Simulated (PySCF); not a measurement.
**Field gradients at the hydrogen positions**

Species: C8H14F2.
Cartesian coordinates in Å at the GFN2-xTB level; atoms count from 1:
```
atom  x, y, z in Å
C1     2.2556   -1.1503   -0.5814
C2     1.7849    0.1300    0.0241
F3     2.8586    0.9100    0.3523
C4     0.5676    0.6018    0.2924
C5     0.4659    1.9965    0.8620
F6    -0.2373    2.8269    0.0122
C7    -0.7341   -0.1385   -0.0042
C8    -1.0461    0.0075   -1.5004
C9    -1.9037    0.4595    0.7903
C10   -0.6510   -1.6235    0.3789
H11    2.2576   -1.9543    0.1531
H12    3.2778   -1.0052   -0.9258
H13    1.6416   -1.4426   -1.4269
H14    1.4503    2.4540    0.9824
H15   -0.0650    2.0092    1.8189
H16   -1.9707   -0.5116   -1.7414
H17   -0.2482   -0.4074   -2.1103
H18   -1.1606    1.0575   -1.7563
H19   -1.7385    0.3578    1.8609
H20   -2.0650    1.5048    0.5485
H21   -2.8160   -0.0776    0.5397
H22   -0.0771   -2.2016   -0.3353
H23   -0.2044   -1.7394    1.3637
H24   -1.6539   -2.0438    0.4097
```

Level: PBE0/pcSseg-1 (PySCF, non-relativistic); Q(2H) = 0.00286 b; rigid geometry, the same for H and D, with no vibrational averaging.

Task: Rank these positions by the coupling χzz of a deuteron there, largest first.
A. H21 (methyl hydrogen)
B. H15 (methylene hydrogen)
C. H22 (methyl hydrogen)

Result: C (217 kHz), A (211 kHz), B (194 kHz).

Task: Tabulate Vzz, the asymmetry η and χzz = 234.96 MHz × Q × Vzz for every hydrogen position.

Result: 
```
atom  bonded to  bond length (Å)  Vzz (au)     η  χzz (kHz)
 H11         C1            1.089    0.3107  0.02        209
 H12         C1            1.088    0.3089  0.03        208
 H13         C1            1.085    0.3169  0.03        213
 H14         C5            1.092    0.2871  0.07        193
 H15         C5            1.094    0.2893  0.07        194
 H16         C8            1.087    0.3164  0.02        213
 H17         C8            1.087    0.3195  0.03        215
 H18         C8            1.087    0.3124  0.02        210
 H19         C9            1.088    0.3150  0.01        212
 H20         C9            1.085    0.3122  0.01        210
 H21         C9            1.088    0.3145  0.02        211
 H22        C10            1.083    0.3227  0.02        217
 H23        C10            1.088    0.3152  0.01        212
 H24        C10            1.088    0.3140  0.03        211
```

Task: How does χzz go with the bond length over the 14 C–H bonds?

Result: A straight-line fit has a slope of -21.8 kHz for each 0.01 Å, with a correlation coefficient of -0.89, over lengths from 1.083 to 1.094 Å. The longer bonds have the smaller couplings here.

Task: A static deuteron (I = 1) shows a doublet split by (3/2)χ, (3/4)χ(1 + η) and (3/4)χ(1 − η) with the field along z, y and x of the gradient. What are these for H21?

Result: With |χ| = 211.4 kHz and η = 0.024: 317, 162 and 155 kHz, to first order and without motion.

Geometry: GFN2-xTB, one conformer, isolated molecule. GFN2-xTB bond lengths can be off by several hundredths of an ångström, more for odd bonds, and the gradients follow them. With a basis this small, the couplings can be 20 % off.

The run behind these numbers computed NMR shieldings as well. On one thread, Arm Neoverse N1 (aarch64), shared host, this took 1.9 min wall (with the writing of density and orbital grids) and 1.1 GiB of memory at its peak.
